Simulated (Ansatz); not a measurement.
```yaml
crystal:
  periodic: [false, false, false]
  atoms:
    - {symbol: B, position_ang: [0.728171, -0.106229, -0.713920]}
    - {symbol: B, position_ang: [0.996022, 1.090185, 0.184939]}
    - {symbol: B, position_ang: [-0.413315, 0.060274, 0.405319]}
    - {symbol: B, position_ang: [-0.334416, -1.186867, -0.833223]}
    - {symbol: H, position_ang: [1.338905, 2.037556, 0.784243]}
    - {symbol: H, position_ang: [-1.251310, 0.182431, 1.226961]}
    - {symbol: H, position_ang: [-1.064057, -2.077359, -1.054318]}
basis:
  gaussian: {orbitals: cc-pVTZ-DK, fitting: {mean_field: def2-universal-jkfit}}
total_charge: 1
hamiltonian: {xc: {name: HF}, pseudopotentials: {relativity: none}}
scf: {omitted_lower_state_checks: [starts]}
output: {forces: true}
```

```sh
$ ansatz run in.yaml --threads 4 --pin off --events-out ev --progress --plain --max-ram 3916MiB
```

Shortened log:

```
Functional definition: HF
354 factors; integrals over basis functions are off by at most 9.0e-1 eV
mean field evaluation 1: about -2719.3743 eV, gradient 2.8e1 eV
mean field evaluation 2: about -2721.7480 eV, gradient 8.9e0 eV
mean field evaluation 4: about -2722.0415 eV, gradient 7.8e-1 eV
mean field -2722.04424399 eV, -100.0332808989 hartree, gradient 1.7e-5 eV, S^2 0.000000; 0 other end points of the search recorded, 0 dependent functions left out
reference -2722.04424399 eV, -100.0332808989 hartree; 11, 11 occupied and 151, 151 virtual orbitals, 354 factors
WARN: the results are in doubt because the basis set is contracted for relativity, which is off
Total energy: -2722.04424399 eV, -100.0332808989 hartree
Atom 0 at     0.728171    -0.106229    -0.713920 Å, force    -1.782784     0.259954     1.749339 eV/Å
Atom 1 at     0.996022     1.090185     0.184939 Å, force     2.652703     1.990455    -0.372742 eV/Å
Atom 2 at    -0.413315     0.060274     0.405319 Å, force    -0.769610     0.112113     0.754379 eV/Å
Atom 3 at    -0.334416    -1.186867    -0.833223 Å, force     0.097297    -2.390398    -2.326540 eV/Å
Atom 4 at     1.338905     2.037556     0.784243 Å, force    -0.346236    -0.229629     0.080340 eV/Å
Atom 5 at    -1.251310     0.182431     1.226961 Å, force     0.196273    -0.028450    -0.192801 eV/Å
Atom 6 at    -1.064057    -2.077359    -1.054318 Å, force    -0.047643     0.285955     0.308024 eV/Å
Dipole moment:    -0.155069     0.022533     0.152132 e Å
In doubt: the basis set is contracted for relativity, which is off
Checks for a lower state left out: starts
```

Run time 0.35 s (4 threads of Arm Neoverse V1 on a shared host).

DK, ANO-RCC and x2c sets are all-electron and run with scalar relativity unless a key says otherwise. The program marks the result for the charge 1 singlet as doubtful (missing relativity). The restricted singlet is unstable towards broken spin symmetry in Hartree–Fock (as tested in another run); at RHF/cc-pVTZ-DK this wasn't settled.

The dipole of an ion depends on the origin.
